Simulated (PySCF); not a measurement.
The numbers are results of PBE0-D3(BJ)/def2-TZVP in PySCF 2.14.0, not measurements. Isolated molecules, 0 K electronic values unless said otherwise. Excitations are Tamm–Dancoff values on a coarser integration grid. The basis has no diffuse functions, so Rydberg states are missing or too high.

Reference species (SMILES): `C=[SiH]C` (neutral, multiplicity 1).

* **S1 excitation (TDA)**: 5.70 eV
* **S1 oscillator strength**: 0.349
* **S1–T1 gap (TDA)**: 2.89 eV
* **LUMO**: -0.65 eV

Changed species: `[SiH2]=CC`.

Q: Give the shifts of the S1 excitation (TDA), S1 oscillator strength, S1–T1 gap (TDA) and LUMO.

A: the S1 excitation (TDA) decreases by 0.39 eV, to 5.31 eV; the S1 oscillator strength increases by 0.081, to 0.430; the S1–T1 gap (TDA) hardly moves; the LUMO falls by 0.38 eV, to -1.03 eV.
